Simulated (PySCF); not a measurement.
Excitation energy of Mo by level of theory

Mo [Kr] 4d5 5s1 (7S) → Mo [Kr] 4d5 5p1 (7P), as a difference of total energies. Computed with PySCF 2.14 in aug-cc-pVDZ-PP with ECP28MDF (5s5p4d2f, 54 functions), with scalar relativity through the core potential. Correlated levels: valence: 4s2 4p6 frozen. The calculations carry no spin-orbit coupling.

```json
{"method": "UHF", "excitation energy (cm⁻¹)": "23221"}
{"method": "MP2 (valence)", "excitation energy (cm⁻¹)": "25093"}
{"method": "SCS-MP2 (valence)", "excitation energy (cm⁻¹)": "23845"}
{"method": "CCSD (valence)", "excitation energy (cm⁻¹)": "25051"}
{"method": "CCSD(T) (valence)", "excitation energy (cm⁻¹)": "25043"}
```
